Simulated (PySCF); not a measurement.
## Computed vibrations of Gd(NO3)3

Gd(NO3)3 (singlet in the valence; each metal's 4f electrons, 7 of them, lie in its core potential, out of spins and levels). PySCF 2.14.0, RKS BP86, Gd lcecp-1-SVP with ECP53, O def2-SVP, N def2-SVP; non-relativistic Hamiltonian with scalar-relativistic core potentials where named; density fitting; no spin-orbit coupling. Central differences of gradients.

```xyz
13

Gd    0.0000    0.0000    0.0000
O     2.0920    0.0000    1.0947
O     2.0920    0.0000   -1.0947
N     2.8091    0.0000    0.0000
O     4.0090    0.0000    0.0000
O    -1.0460    1.8117    1.0947
O    -1.0460    1.8117   -1.0947
N    -1.4046    2.4328    0.0000
O    -2.0045    3.4719    0.0000
O    -1.0460   -1.8117    1.0947
O    -1.0460   -1.8117   -1.0947
N    -1.4045   -2.4328    0.0000
O    -2.0045   -3.4719    0.0000
```

Run from Python with OMP_NUM_THREADS=4. Where DIIS fails, smearing, a level shift and second-order steps follow.
It took 2.4 min on 4 threads of Arm Neoverse V2, on a shared host.

Task: What are the harmonic wavenumbers and infrared intensities?

Result: Modes are labelled in D3h; negative numbers are unstable modes, those under 60 cm⁻¹ near the noise; a finer grid moves soft modes by up to 10 cm⁻¹.
```tsv
cm⁻¹	km/mol	symmetry
-68	–	a1''
-54	–	e''
-54	–	e''
18	8.1	a2''
40	1.7	e'
40	1.7	e'
99	0.0	a2'
137	0.9	e'
137	0.9	e'
224	0.0	a2''
238	0.0	e''
238	0.0	e''
248	0.0	a1'
291	97.7	e'
291	97.7	e'
684	5.0	a2''
685	0.0	e''
685	0.0	e''
736	68.4	e'
736	68.4	e'
746	0.0	a1'
777	0.0	a2'
779	19.0	e'
779	19.0	e'
992	124.5	e'
992	124.5	e'
997	0.0	a1'
1170	0.0	e''
1170	0.0	e''
1189	767.8	a2''
1664	815.1	e'
1664	815.1	e'
1682	0.0	a1'
```

Task: Is this a minimum?

Result: No: 3 unstable; the lowest moves the atoms so:
```
Gd   0.00  0.00  0.00
O    0.00 -0.41  0.00
O    0.00  0.41  0.00
N    0.00  0.00  0.00
O    0.00  0.00  0.00
O    0.35  0.20  0.00
O   -0.35 -0.20  0.00
N    0.00  0.00  0.00
O    0.00  0.00  0.00
O   -0.35  0.20  0.00
O    0.35 -0.20  0.00
N    0.00  0.00  0.00
O    0.00  0.00  0.00
```

An lcecp potential fixes the number of 4f electrons, so in runs with it no electron can move into or out of that shell.
